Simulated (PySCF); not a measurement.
One of the candidates below gave these computed data.

All candidates are C7H10S.

- NMR, other nuclei: isotropic shieldings of nuclei other than C and H, by class: 295 (1 S) ppm [GIAO PBE0/pcSseg-1]
- Rotational structure: rotational constants A, B, C: 3.305, 1.283, 1.151 GHz [GFN2-xTB]
- Dipole: 0.80 D [wB97X-D/def2-SVPD]
- Polarisability: 97.3 au [wB97X-D/def2-SVPD]
- UV, first state: lowest singlet excitation: 5.67 eV (219 nm, f = 0.126) [TDDFT wB97X-D/def2-SVPD]
- 1H NMR: chemical shifts (computed TMS as zero) by class: 7.09 (1 H), 6.96 (1 H), 6.95 (1 H), 3.07 (1 H), 1.35 (6 H) ppm [GIAO PBE0/pcSseg-1]
- 13C NMR: chemical shifts (computed TMS as zero) by class: 165.7 (1 C), 131.5 (1 C), 130.1 (1 C), 126.2 (1 C), 36.4 (1 C), 30.5 (2 C) ppm [GIAO PBE0/pcSseg-1]
- Triplet: lowest triplet excitation (Tamm–Dancoff): 3.80 eV [TDA wB97X-D/def2-SVPD]

Gas-phase values; electronic properties from PySCF, density fitting. Levels stand in brackets. Geometry: GFN2-xTB, one conformer, isolated molecule. NMR values are class means; diastereotopic atoms form classes of their own.

**Question.** Which candidate is it?
A. `CC(C)c1cccs1`
B. `CC(=S)[C@H]1C=C(C)C1`
C. `C/C=C/C=C\C(C)=S`
D. `C=C/C=C(/C)C(C)=S`

**Answer.** A. It is `CC(C)c1cccs1`. Numbering: `[CH3:1][CH:2]([CH3:3])[c:4]1[cH:5][cH:6][cH:7][s:8]1`. Its formula, C7H10S, gives 3 degrees of unsaturation: 1 ring and 2 π bonds in the structure found (Kekulé form). 7 carbons fall into 6 classes; from least to most shielded: substituted aromatic carbon [C4] (165.7 ppm), aromatic CH next to a ring sulfur [C7] (131.5 ppm), aromatic CH carbon [C6] (130.1 ppm), aromatic CH carbon [C5] (126.2 ppm), benzylic-type carbon [C2] (36.4 ppm), methyl carbon [C1/C3] (30.5 ppm, 2 C). Hydrogen classes from least to most shielded: 1 H on an aromatic CH next to a ring sulfur, C7 (7.09 ppm), 1 H on an aromatic CH carbon, C6 (6.96 ppm), 1 H on an aromatic CH carbon, C5 (6.95 ppm), 1 H on a benzylic-type carbon, C2 (3.07 ppm), 6 H on 2 methyl carbons, C1/C3 (1.35 ppm). The other shieldings belong to: 295 ppm, thiophene-type sulfur [S8]. The optimised geometry has point group Cs and is an asymmetric top.

The others, at the same levels:
- `CC(=S)[C@H]1C=C(C)C1` fails: it has 7 carbon classes against 6; its computed 13C shifts are 280.7 (1 C), 157.6 (1 C), 142.6 (1 C), 61.7 (1 C), 44.3 (1 C), 39.4 (1 C), 16.6 (1 C) ppm, 1H shifts are 6.26 (1 H), 4.29 (1 H), 3.06 (1 H), 2.85 (3 H), 2.22 (1 H), 2.04 (3 H) ppm and rotational constant A is 4.546 GHz (against 3.305 GHz).
- `C/C=C/C=C\C(C)=S` fails: it has 7 carbon classes against 6; its computed 13C shifts are 252.9 (1 C), 164.8 (1 C), 152.7 (1 C), 138.7 (1 C), 129.7 (1 C), 48.6 (1 C), 24.0 (1 C) ppm, 1H shifts are 9.89 (1 H), 6.89 (1 H), 6.80 (1 H), 6.69 (1 H), 3.07 (3 H), 2.20 (3 H) ppm and rotational constant A is 3.628 GHz (against 3.305 GHz).
- `C=C/C=C(/C)C(C)=S` fails: it has 7 carbon classes against 6; its computed 13C shifts are 257.3 (1 C), 154.4 (1 C), 148.2 (1 C), 147.3 (1 C), 136.6 (1 C), 47.5 (1 C), 28.6 (1 C) ppm, 1H shifts are 9.73 (1 H), 6.65 (1 H), 6.30 (1 H), 6.29 (1 H), 3.12 (3 H), 2.31 (3 H) ppm and rotational constant A is 2.323 GHz (against 3.305 GHz).

Each candidate is one conformer, not necessarily the lowest. Dipoles, sizes and rotational constants follow the conformer. The torsions of the flexible species, by atom-mapped SMILES:
- `[CH3:1][CH:2]([CH3:3])[c:4]1[cH:5][cH:6][cH:7][s:8]1`: C1–C2–C4–C5 118°
- `[CH3:1][C:2](=[S:3])[C@H:4]1[CH:5]=[C:6]([CH3:7])[CH2:8]1`: C1–C2–C4–C5 -27°
- `[CH3:1]/[CH:2]=[CH:3]/[CH:4]=[CH:5]\[C:6]([CH3:7])=[S:8]`: C2–C3–C4–C5 -178°, C4–C5–C6–C7 -179°
- `[CH2:1]=[CH:2]/[CH:3]=[C:4](/[CH3:5])[C:6]([CH3:7])=[S:8]`: C1–C2–C3–C4 -179°, C3–C4–C6–C7 179°
